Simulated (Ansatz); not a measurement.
`[F][Ge]([F])([SiH3])[Cl]` + `CO[AsH2]` → `CO[AsH][SiH3]` + `[F][GeH]([F])[Cl]` at 500 K and 1 bar (cleavage of the Si–Ge bond).

Program: Ansatz. Geometries: PBE0-D4/def2-TZVP. ΔE: electronic, gas phase. CCSD(T)/CBS is the MP2 limit (def2-TZVPP, def2-QZVPP) plus CCSD(T) − MP2 in def2-TZVPP, frozen cores. For As, Ge outer-core shells are correlated without core-valence functions, which leaves a few kJ/mol of doubt a bond. Scalar relativity is left out up to krypton. Each species was taken in one conformer, which may not be the lowest.

| species | CCSD(T)/CBS energy (Eh) | H − E (kJ/mol) | S (J/(mol·K)) |
| --- | --- | --- | --- |
| `[F][Ge]([F])([SiH3])[Cl]` | -3026.48035 | 131.7 | 447.5 |
| `CO[AsH2]` | -2351.21577 | 183.5 | 338.9 |
| `CO[AsH][SiH3]` | -2641.50192 | 244.8 | 433.3 |
| `[F][GeH]([F])[Cl]` | -2736.19042 | 70.0 | 357.9 |

H − E and S are ideal-gas, rigid-rotor, harmonic terms from PBE0-D4/def2-TZVP, for one conformer and one mirror image of each species. 1 Eh = 2625.50 kJ/mol, R = 8.31446 J/(mol·K).

Problem. By hand: ΔE, ΔH, ΔS and ΔG.

Solution. ΔE = (-2641.50192) + (-2736.19042) − (-3026.48035) − (-2351.21577) = 0.00378 Eh = 9.9 kJ/mol. Δ(H − E) = 244.8 + 70.0 − 131.7 − 183.5 = -0.4, so ΔH = 9.5 kJ/mol. ΔS = 433.3 + 357.9 − 447.5 − 338.9 = 4.8 J/(mol·K). ΔG = 9.5 − 500 × (4.8)/1000 = 7.1 kJ/mol.

Problem. By hand: the equilibrium constant, and the temperature at which ΔG would vanish if ΔH and ΔS stayed fixed.

Solution. log₁₀ K = −ΔG/(RT ln 10) = -0.7. ΔG = 0 at ΔH/ΔS = 1979 K, though so small a ΔH makes that figure unsure.

The number of gas molecules stays the same, so ΔS is small and ΔH decides. A doubt of 5 kJ/mol in ΔE shifts log₁₀ K by 0.5 here. Other conformers and mirror images would add mixing entropy, several J/(mol·K) or more a flexible species. Modes under 60 cm⁻¹, often nearly free rotors, make the harmonic entropy too high. These are equilibria of isolated gas molecules and say nothing of rates. Largest T1 diagnostic: 0.012 (customary marks: 0.02 for closed shells, 0.045 for open ones).
